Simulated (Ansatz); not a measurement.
System: sum formula HSiO2, net charge 0, doublet state. It need not be the lowest isomer of its formula. 
Structure (B3LYP-D3(BJ)/def2-TZVP (Ansatz, an electronic-structure program) minimum search):
SMILES: [O][Si]O
```xyz
4

Si    -0.3586    -0.1016    -0.1448
O     -0.5497    -0.1792     1.3687
O      1.0441     0.3150    -0.8842
H      1.0643     0.3351    -1.8479
```
Charge 0, spin multiplicity 2.

**Question.** Give the harmonic wavenumbers at B3LYP-D3(BJ)/def2-TZVP (Ansatz, finite differences of forces, unscaled).

**Answer.** 299, 355, 774, 839, 1189, 3824 cm⁻¹. Zero-point energy 10.4 kcal/mol.

**Question.** From these and the geometry, give the ideal-gas thermochemistry at 298.15 K and 1 atm (rigid rotor, harmonic oscillator).

**Answer.** Point group Cs, rotational symmetry number 1. Rotational constants 62.07, 7.451, 6.652 GHz. S(trans) 38.25, S(rot) 22.17, S(vib) 3.02, S(elec, spin only) 1.38, S 64.8 cal/(mol K). H(298) - H(0) 2.97 kcal/mol; G - E(el) -6.0 kcal/mol.
